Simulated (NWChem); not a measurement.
C2H6BFO; SMILES CCOBF

```xyz
11

B     -0.5064     1.3194    -0.2708
H     -1.2776     2.0733    -0.8071
F      0.7120     1.7494     0.0570
O     -0.8832     0.0619    -0.0088
C     -0.0369    -0.8966     0.6079
C      0.4529    -1.9065    -0.4050
H      0.8103    -0.3947     1.1023
H     -0.6362    -1.3924     1.3878
H      1.0891    -1.4276    -1.1648
H      1.0449    -2.6900     0.0918
H     -0.3944    -2.3855    -0.9176
```
Atoms are numbered in this order, from 1.

Level: PBE0/def2-SVP (NWChem), optimised geometry, unscaled harmonic frequencies. 

```tsv
frequency (cm⁻¹)	IR intensity (km/mol)
20	0.0
210	3.2
232	1.8
288	3.8
450	7.6
618	11.7
814	2.4
864	2.9
907	53.2
1043	9.8
1106	14.2
1122	5.3
1180	17.2
1232	152.0
1317	21.3
1373	44.2
1410	133.8
1456	24.8
1469	123.0
1475	45.2
1520	179.6
2679	161.5
3063	10.4
3075	30.7
3130	8.5
3164	17.8
3169	15.0
```

| Item | Value |
|---|---|
| zero-point energy | 54.8 kcal/mol |
| thermal correction to the enthalpy at 298.15 K (with zero-point energy) | 59.2 kcal/mol |
| heat capacity Cv | 19.2 cal/(mol K) |
| entropy at 298.15 K and 1 atm (symmetry number 1) | 78.6 cal/(mol K) |
| dipole moment | 1.68 D |

Rigid rotor and harmonic oscillator; modes under 100 cm⁻¹ make the entropy uncertain.
